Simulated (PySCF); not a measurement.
# MP cations for M along group 12

PBE0 with double-zeta basis sets in PySCF, for the lowest determinant that a PBE0 search found; no spin–orbit coupling. De refers to high-spin ground-configuration atoms (the charge goes to the atom of lower measured ionisation energy or higher electron affinity, which is not always the lowest computed limit). A positive dipole points towards P; it is taken about the centre of mass and depends on that origin.

```
 M       basis  charged atom  state (unpaired electrons)  Re (Å)  ωe (cm⁻¹)  De (eV)  μ (D)
Zn  x2c-SVPall           Zn+              triplet (π ↑↑)   2.318        305     2.13  -1.51
Cd    def2-SVP           Cd+              triplet (π ↑↑)   2.501        265     1.70  -0.72
Hg    def2-SVP           Hg+              triplet (π ↑↑)   2.467        258     2.28   1.88
```

The shortest bond is that of ZnP⁺ (2.318 Å), the longest that of CdP⁺ (2.501 Å).

The rows differ in basis set, which adds steps of its own.

Down a group the atoms grow and get heavier, so bonds lengthen and wavenumbers fall; the exceptions here are the shorter bond at Hg. Relativity and the filled 4f shell contract the atoms of the sixth period.

Spin–orbit coupling is left out, which matters for elements this heavy, above all for dissociation energies. For an ion De counts to the pair picked by the measured ionisation energies or electron affinities, which need not be the lowest pair at this level. States were picked by a PBE0 search and need not be the measured ground states.
